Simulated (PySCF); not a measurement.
# Correlation energy of N (nitrogen, neutral)

[He] 2s1 2p4, high-spin 4P determinant (an excited configuration). Computed with PySCF 2.14 in aug-cc-pVQZ-DK, with the spin-free X2C one-electron Hamiltonian (Gaussian nucleus). Frozen: 1s2; 5 electrons correlated.

MP2 pair energies summed by pair of shells (mhartree):

```csv
pair,energy,share (%)
2p-2p,-82.04,83.1
2s-2p,-16.67,16.9
```

Total MP2 correlation energy: -98.71 mhartree.

Same-spin part -30.89 and opposite-spin part -67.82 mhartree; SCS-MP2 scales them by 1/3 and 6/5 to -91.68 mhartree.
